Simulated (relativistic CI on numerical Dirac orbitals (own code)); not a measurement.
# Zeeman pattern of Cd+ 2748.55 Å at 1.5 T

Problem. The line 4d¹⁰5p ²P°3/2 – 4d¹⁰6s ²S1/2 of Cd+ lies at 2748.55 Å (air; NIST Handbook). Calculate its Zeeman pattern at B = 1.5 T, seen across the field, in LS coupling, and compare it with the Doppler width at an assumed gas temperature of 400 K.

Working.
1. Landé factors g = 3/2 + [S(S + 1) − L(L + 1)]/[2J(J + 1)]: lower 1.3333, upper 2.0000.
2. The unit is μB B/hc = 0.46686 × 1.5 = 0.7003 cm⁻¹, or 52.9 mÅ at this wavelength. A component is shifted by g_u m_u − g_l m_l units. Seen across the field, the strengths for lower J and m are J² − m² (π) and ¼(J − m)(J − m − 1) (σ).
3. π components (Δm = 0), symmetric about zero, as shift (strength, strongest of all = 100): ±0.333 (100).
4. σ components with Δm = +1, mirrored for −1: 1.000 (75), 1.667 (25).
5. The centre of the σ group lies at ḡ = 1.167 units, 61.7 mÅ from the line centre.
6. The Doppler width is 7.16 × 10⁻⁷ λ √(T/M) = 3.7 mÅ (FWHM, M = 114), so the sum of Gaussians shows separate peaks away from the centre.

Check. A relativistic CI calculation gives g = 1.3340 and 2.0023 for the two levels. The nearest fine-structure partner lies 2482 cm⁻¹ away, 3545 Zeeman units, so the weak-field formulas hold; hyperfine structure, which matters at weak fields for isotopes with nuclear spin, is neglected.
